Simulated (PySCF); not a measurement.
B(F)(Br)(vinyl) (C2H3BBrF), SMILES C=CB(F)Br.

Coordinates come from a PBE0-D3(BJ)/def2-SVP optimisation. The structure was generated by enumeration, and PubChem lists no compound with its InChIKey, so it may never have been made. Other conformers were not sampled.

Level of theory: PySCF with TDDFT-B3LYP/def2-SVPD.

Vertical excitations. The molecule is in vacuum. State labels are in the subgroup Cs.

Give excitation energies, oscillator strengths and character. (Estimate from the structure and the level; the computed values follow.)


```
state  symmetry  energy (eV)  λ (nm)      f                                                               main pairs
-----  --------  -----------  ------  -----  -----------------------------------------------------------------------
S1           A"         5.00     248  0.000                                                         HOMO−1→LUMO 99 %
S2           A'         5.46     227  0.127                                         HOMO→LUMO 85 %, HOMO−2→LUMO 13 %
S3           A"         5.89     210  0.000                                                         HOMO−3→LUMO 99 %
S4           A'         6.43     193  0.182                                         HOMO−2→LUMO 82 %, HOMO→LUMO 12 %
S5           A"         7.36     169  0.001                                                         HOMO→LUMO+1 98 %
S6           A'         7.46     166  0.089                                                       HOMO−1→LUMO+1 97 %
S7           A"         7.48     166  0.000                                                         HOMO−4→LUMO 95 %
S8           A"         8.10     153  0.098  HOMO−2→LUMO+1 44 %, HOMO→LUMO+2 27 %, HOMO→LUMO+4 17 %, HOMO−5→LUMO 9 %
S9           A"         8.15     152  0.000                                                       HOMO−1→LUMO+3 98 %
S10          A"         8.22     151  0.011                                                         HOMO−5→LUMO 82 %
T1           A'         3.74     331      0                                         HOMO→LUMO 79 %, HOMO−2→LUMO 16 %
T2           A"         4.90     253      0                                                         HOMO−1→LUMO 98 %
T3           A'         5.25     236      0                                         HOMO−2→LUMO 79 %, HOMO→LUMO 18 %
T4           A"         5.47     227      0                                                         HOMO−3→LUMO 96 %
```
Triplets are in the Tamm–Dancoff approximation, which puts them higher than full response would, so one can lie above its singlet here.
